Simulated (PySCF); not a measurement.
C₂H₇Cl₃Si₂, SMILES [SiH3]CC[Si](Cl)(Cl)Cl (GFN2-xTB optimised geometry):

```
14

Si     2.312    -0.950     0.036
C      0.408    -0.984     0.041
C     -0.198     0.424     0.000
Si    -2.105     0.424     0.000
Cl    -2.796    -0.532    -1.644
Cl    -2.814     2.322     0.000
Cl    -2.796    -0.531     1.644
H      2.773    -0.187     1.198
H      2.770    -0.295    -1.191
H      2.814    -2.322     0.098
H      0.046    -1.556    -0.814
H      0.050    -1.504     0.930
H      0.168     0.993     0.857
H      0.168     0.943    -0.888
```

Level of theory: PBE0/def2-TZVP (PySCF 2.14.0).

### Question
What are the frontier orbital energies and the dipole moment?

### Answer
HOMO-2 -9.56 eV, HOMO-1 -9.22 eV, HOMO -8.31 eV, LUMO 0.20 eV, LUMO+1 0.33 eV; dipole moment 1.36 D.

Meta-Löwdin charges at PBE0/def2-TZVP: Si1 0.48, C2 -0.43, C3 -0.45, Si4 0.97, Cl5 -0.27, Cl6 -0.27, Cl7 -0.27, H8 -0.09, H9 -0.09, H10 -0.09, H11 0.12, H12 0.12, H13 0.13, H14 0.13.
